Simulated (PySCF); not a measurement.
## Si⁺: excitation energy

Si⁺ [Ne] 3s2 3p1 (2P) → Si⁺ [Ne] 3s2 4s1 (2S), as a difference of total energies. All numbers are calculated (PySCF 2.14, scalar relativity by spin-free X2C-1e, in aug-cc-pVQZ-DK (7s6p4d3f2g, 84 functions)). Correlated levels: valence: [Ne] frozen. The calculations carry no spin-orbit coupling.

```csv
method,excitation energy (cm⁻¹)
UHF,64270
MP2 (valence),64681
SCS-MP2 (valence),64852
CCSD (valence),65120
CCSD(T) (valence),65124
```

Errors of the correlated levels include the incompleteness of this basis and the frozen core.

For comparison: 65309 cm⁻¹ (measured; NIST levels, between the centres of gravity of the two terms).
